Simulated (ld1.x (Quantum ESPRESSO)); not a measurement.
# Hg (Z = 80), TM: configuration errors across variants

* Element: Hg
* Generator: ld1.x (Quantum ESPRESSO) 7.5
* Type: norm-conserving Troullier–Martins (Kleinman–Bylander form)
* Functional: LDA (PZ)
* Relativity: fully relativistic
* Frozen core: [Xe] 4f14
* Valence charge: 12
* Reference configuration: 5d10 6s2 6p0
* Partial waves: 6s (bound): rc 2.35 bohr; 6p (bound, empty): rc 2.55 bohr; 5d (bound): rc 1.90 bohr
* Local potential: all-electron potential smoothed inside 1.55 bohr (lloc = -1)
* Core correction: none

Open shells are filled in proportion to 2j + 1 (rel_dist='average').

All-electron excitation energies from the reference (eV): (1) 5d10 6s1 6p0 11.059; (2) 5d10 6s0 6p0 30.462; (3) 5d9 6s0 6p0 66.280; (4) 5d10 6s1.5 6p0 4.532; (5) 5d10 6s0 6p2 12.626.

Tests that are not counted but printed errors over 1 eV. “base”: 5d9 6s2 6p1 (solver errors, printed error -2.8 eV); 5d10 6s0 6p1 (pseudo-atom not self-consistent, printed error -41.9 eV). “local potential all-electron potential smoothed inside 1.02 bohr (lloc = -1)”: 5d10 6s0 6p2 (solver errors, printed error -11.4 eV); 5d9 6s2 6p1 (solver errors, printed error -4.7 eV); 1 more. “local potential all-electron potential smoothed inside 1.62 bohr (lloc = -1)”: 5d10 6s0 6p2 (solver errors, printed error -1110 eV); 5d10 6s0 6p1 (solver errors, printed error -3.2 eV); 1 more.

A true bound ghost makes a file unfit for plane-wave use even where its test errors are small: the radial tests pick states by their node count and pass the ghost by. Where a test does run into it, the solver fails or the error is huge.

Errors AE − PS in meV (a dash: test not solved or not reliable):

| change | (1) | (2) | (3) | (4) | (5) | bound ghosts |
| --- | --- | --- | --- | --- | --- | --- |
| base | -0.6 | -1.2 | +38 | -0.2 | 0.0 | s, p3/2, p1/2 |
| local potential all-electron potential smoothed inside 1.02 bohr (lloc = -1) | -2.3 | -1.2 | +53 | -0.8 | – | s, p3/2, p1/2 |
| local potential all-electron potential smoothed inside 1.36 bohr (lloc = -1) | -0.3 | -1.2 | +51 | -0.1 | +3.5 | s, p3/2, p1/2 |
| local potential all-electron potential smoothed inside 1.62 bohr (lloc = -1) | -0.7 | -1.2 | +50 | -0.2 | – | s, p3/2, p1/2 |
| local potential all-electron potential smoothed inside 1.88 bohr (lloc = -1) | -1.5 | -1.3 | +42 | -0.5 | +14 | s |
| local potential all-electron potential smoothed inside 2.16 bohr (lloc = -1) | +3.0 | -1.7 | +28 | +0.7 | +7.6 | s |
| local potential all-electron potential smoothed inside 2.40 bohr (lloc = -1) | -0.2 | -2.5 | +10 | -0.1 | +5.9 | none |
| local potential all-electron potential smoothed inside 2.94 bohr (lloc = -1) | -2.2 | -7.5 | -55 | -0.6 | +2.2 | none |

Q: Give the same row for: local potential all-electron potential smoothed inside 2.68 bohr (lloc = -1).

A: -1.3, -4.9, -26, -0.4, +3.8; bound ghosts: none.
